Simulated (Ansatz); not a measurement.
Molecule: ScF2, charge 0, multiplicity 2. The spin state was set by rule; other spins were not relaxed. SMILES of the parent species: [F][Sc][F]
Coordinates optimised at B3LYP-D3(BJ)/def2-TZVP (Ansatz, a program for electronic structure):
```xyz
3

Sc     0.3640     0.1770     0.1193
F     -0.6480     0.9645    -1.1956
F     -0.2013    -1.3776     0.9174
```
Charge 0, spin multiplicity 2.

Parts of the frozen-core correlation energy in def2-SVP (Ansatz, hartree). Frozen orbitals: 11; correlated occupied orbitals by spin: 9 and 8; virtual: 39 and 40. Open shells are spin-unrestricted. Spin-orbit coupling is left out. No relativistic terms.

```csv
term,value
reference (HF),-958.52843
MP2 opposite-spin,-0.30727
MP2 same-spin,-0.12189
CCSD correlation,-0.42916
(T),-0.00936
T1 diagnostic,0.023
largest doubles amplitude,0.019
<S^2> of the reference,0.751
```
